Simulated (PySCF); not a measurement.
## Correlation energy of Sc (scandium, neutral)

[Ar] 3d1 4s1 4p1, one real determinant (an excited configuration). Computed with PySCF 2.14 in def2-TZVPPD (6s6p4d2f1g, 67 functions), with the non-relativistic Hamiltonian (point nucleus). Frozen: [Ar]; 3 electrons correlated.

```csv
level,correlation energy (mhartree)
CCSD,-9.36
(T),-0.15
CCSD(T),-9.51
```

Diagnostics: T1 = 0.014, D1 = 0.0299, largest double amplitude 0.073.

Is a single reference adequate?

Mostly. T1 lies below 0.03, but a double amplitude of this size points to a near-degeneracy that CCSD handles and MP2 describes poorly.

The reference is one real determinant that mixes LS terms of this configuration.
